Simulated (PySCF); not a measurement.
# Vanadium: a sound run and one with changed settings

Sound run: V [Ar] 3d3 4s2, V⁺ [Ar] 3d4. Calculation: PySCF 2.14, in pcseg-2 (6s4p3d2f1g, 56 functions); no relativity, point nucleus. In the sound run the correlated levels freeze [Ar]. The sound run starts from symmetry-adapted Hartree-Fock orbitals and uses a fine grid where one is needed.

Changed run: scalar relativity by spin-free X2C-1e. This setting is unsound on purpose.

```csv
species,method,sound run (hartree),changed run (hartree),converged
V,UHF,-942.87398,-947.34347,yes
V,PBE0,-943.69507,-948.16328,yes
V,MP2,-942.92818,-947.39836,yes
V⁺,UHF,-942.65380,-947.11339,yes
V⁺,PBE0,-943.47125,-947.92852,yes
V⁺,MP2,-942.69647,-947.15642,yes
```

Ionisation energy of V:

| method | sound run (eV) | changed run (eV) |
| --- | --- | --- |
| UHF | 5.991 | 6.261 |
| PBE0 | 6.091 | 6.388 |
| MP2 | 6.305 | 6.584 |
| SCS-MP2 | 6.798 | 7.077 |

Most of the change in total energy is the relativistic energy itself. On top of that the contraction fixes the core shape for the Hamiltonian it was made with, so the changed run is not a good calculation with the other Hamiltonian either.

For comparison, NIST gives 6.746 eV between the lowest levels.
